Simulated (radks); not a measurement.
Valence configurations of the silicon ion Si+ (all share [Ne]). Method: non-relativistic Kohn-Sham, SCAN, spin-unpolarised, spherical densities, point nucleus; meta-GGA in the generalised Kohn-Sham scheme; computed with a radial shooting solver on a logarithmic mesh with Libxc functionals. Order these by energy: 3s2 3p1; 3s1 3p2; 3s1.5 3p1.5; 3p3; 3s0.5 3p2.5.

Answer. From the lowest, in eV above it: 3s2 3p1 0.000; 3s1.5 3p1.5 3.876; 3s1 3p2 7.747; 3s0.5 3p2.5 11.586; 3p3 15.397. NIST lists [Ne] 3s2 3p1 as the ground configuration; this level of theory agrees among the configurations tried. The energies are those of spherical spin-averaged densities, not of single terms.
